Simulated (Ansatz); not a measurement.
System: B$_{2}$O$_{2}$, net charge -1, doublet state. 
Geometry from a B3LYP-D3(BJ)/def2-TZVP (Ansatz, a program for electronic structure) optimisation:
```
B
O 1 1.2428
B 1 1.6389 2 158.40
O 3 1.2428 1 158.40 2 -180.00
```
Charge -1, spin multiplicity 2.

Basis-set convergence of Hartree-Fock and CCSD correlation energies (hartree) with Ansatz. Cores are frozen in the correlated levels unless marked. UHF or UKS for open shells. No spin-orbit coupling. No relativistic terms.

```json
[
 {"basis": "aug-cc-pVDZ", "functions": "92", "E(HF)": "-199.20294", "E(corr, CCSD)": "-0.55491"},
 {"basis": "aug-cc-pVTZ", "functions": "184", "E(HF)": "___", "E(corr, CCSD)": "___"}
]
```

**Question.** Fill in the missing entries.

**Answer.** 
- aug-cc-pVTZ, E(HF): -199.25200
- aug-cc-pVTZ, E(corr, CCSD): -0.66095
